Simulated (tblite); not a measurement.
Species: C7H8NS (doublet state).
Structure used (GFN2-xTB), in Å, numbered top down from 1:
```xyz
17
C7H8NS angstrom
S     -2.9367   -0.9094    1.0349
C     -2.2578    0.4173    0.3485
C     -1.6588    0.4371   -1.0198
C     -0.2903    0.1389   -0.5244
C      0.1376   -1.2021   -0.3193
C      1.3309   -1.4701    0.2562
N      2.1677   -0.4509    0.6461
C      1.7895    0.8592    0.4653
C      0.5977    1.1616   -0.1041
H     -2.1388    1.3177    0.9395
H     -1.7387    1.4084   -1.5063
H     -2.0606   -0.3521   -1.6515
H     -0.5136   -2.0109   -0.6080
H      1.6907   -2.4719    0.4229
H      3.0584   -0.6635    1.0643
H      2.4949    1.6073    0.7874
H      0.3211    2.1953   -0.2416
```

Computed geometry: GFN2-xTB, gas phase. This method treats the open shell by occupation alone, without spin polarisation.

Masses are those of the commonest isotopes; rigid-rotor values at the optimised geometry. The values belong to one conformer with, in the numbering `[S:1]=[CH:2][CH2:3][C:4]1=[CH:5][CH:6][NH:7][CH:8]=[CH:9]1`, S1–C2–C3–C4 -93°, C2–C3–C4–C5 86°.

(1) What are A, B and C (GHz)?

(2) What kind of rotor is it?

(3) Is it planar, by Δ = Ic − Ia − Ib?

(4) Give the other two planar moments, Paa and Pbb, and the rms extents of the mass along the axes.

(5) List the rotational levels J(Ka,Kc) to J = 5 (K).

(6) Estimate the classical rotational partition function at 50 K, 100 K and 298.15 K.

Answers

(1) Ia = 176.43, Ib = 555.37, Ic = 629.94 u·Å²; 505379 MHz·u·Å²/I gives 2864, 910.0 and 802.3 MHz, that is A = 2.8644, B = 0.9100, C = 0.8023 GHz.

(2) An asymmetric top; Ray's κ = -0.896.

(3) Not planar: Δ = Ic − Ia − Ib = -101.87 u·Å². For a rigid frame Δ = −2 Σ m c², so Σ m c² = 50.93 u·Å² lies off the ab plane: 10.84 from hydrogen and 40.10 from heavier atoms. The atom farthest from that plane is 1.82 Å away.

(4) Paa = Σ m a² = (Ib + Ic − Ia)/2 = 504.44 and Pbb = Σ m b² = (Ia + Ic − Ib)/2 = 125.50 u·Å². With the mass M = 138.04 u, the rms extents √(P/M) along a, b and c are 1.91, 0.95, 0.61 Å.

(5) Above 0(0,0), as E/k:
J = 1: 1(0,1) 0.082, 1(1,1) 0.176, 1(1,0) 0.181
J = 2: 2(0,2) 0.246, 2(1,2) 0.335, 2(1,1) 0.351, 2(2,1) 0.632, 2(2,0) 0.632
J = 3: 3(0,3) 0.492, 3(1,3) 0.574, 3(1,2) 0.605, 3(2,2) 0.879, 3(2,1) 0.880, 3(3,1) 1.361, 3(3,0) 1.361
J = 4: 4(0,4) 0.819, 4(1,4) 0.892, 4(1,3) 0.943, 4(2,3) 1.207, 4(2,2) 1.210, 4(3,2) 1.690, 4(3,1) 1.690, 4(4,1) 2.364, 4(4,0) 2.364
J = 5: 5(0,5) 1.225, 5(1,5) 1.289, 5(1,4) 1.366, 5(2,4) 1.618, 5(2,3) 1.625, 5(3,3) 2.101, 5(3,2) 2.101, 5(4,2) 2.775, 5(4,1) 2.775, 5(5,1) 3.642, 5(5,0) 3.642
Those of J = 1 are B + C, A + C and A + B.

(6) Point group C1, symmetry number σ = 1; q = (√π/σ)·√((kT/h)³/(ABC)), k/h = 20836.6 MHz/K: 41200 at 50 K, 117000 at 100 K, 600000 at 298.15 K.

For this open shell read J as N, the rotation without spin; fine and hyperfine splittings come on top. Its GFN2-xTB frequencies are all real (lowest 58 cm⁻¹). No vibrational averaging or centrifugal distortion is included, and the geometry carries the error of its method.
